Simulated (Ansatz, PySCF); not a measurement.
Dissociation curve of SMg, lowest singlet found (which spin is the ground state isn't settled by this scan). Each curve is given relative to its own lowest point between 1.78 and 2.47 Å, where full CI is lowest.

```json
[
 {"R / Å": "1.78", "A": "172.1", "B": "165.6", "C": "174.0", "D": "189.8"},
 {"R / Å": "1.91", "A": "61.6", "B": "57.5", "C": "63.5", "D": "71.8"},
 {"R / Å": "2.05", "A": "9.9", "B": "8.2", "C": "10.8", "D": "13.7"},
 {"R / Å": "2.15", "A": "0.0", "B": "0.0", "C": "0.0", "D": "0.0"},
 {"R / Å": "2.24", "A": "2.5", "B": "5.1", "C": "2.8", "D": "0.6"},
 {"R / Å": "2.36", "A": "15.2", "B": "23.6", "C": "18.6", "D": "13.7"},
 {"R / Å": "2.44", "A": "25.2", "B": "40.5", "C": "33.9", "D": "27.5"},
 {"R / Å": "2.47", "A": "28.9", "B": "47.5", "C": "40.3", "D": "33.4"}
]
```

Energies in kJ/mol.

Q: Which curve belongs to which method? The methods are full CI/cc-pVDZ, frozen core run with Ansatz (a program for electronic structure); Ansatz with restricted PBE/cc-pVDZ; restricted PBE0/cc-pVDZ (Ansatz); unrestricted B3LYP/6-311+G**, spherical d (PySCF).

A: A is UKS-B3LYP/6-311+G**; B is RKS-PBE0; C is RKS-PBE; D is FCI.

The scan ran from 1.78 to 8.30 Å; beyond the distances shown full CI changes its symmetry label. The restricted form behind RKS-PBE0, RKS-PBE keeps the bonding electrons paired and can't separate into open-shell fragments. The unrestricted determinant behind UKS-B3LYP/6-311+G** is spin-contaminated at 2.24 to 2.47 Å (<S²> up to 0.8, against 0.00 for a pure singlet). Also computed but left out beside FCI, since their determinant holds another spin at the minimum (<S²> over 0.7 above the pure value): UHF, UMP2, UCCSD, UCCSD(T), UCCSDT, UCCSDT(Q), UHF/6-31G*.
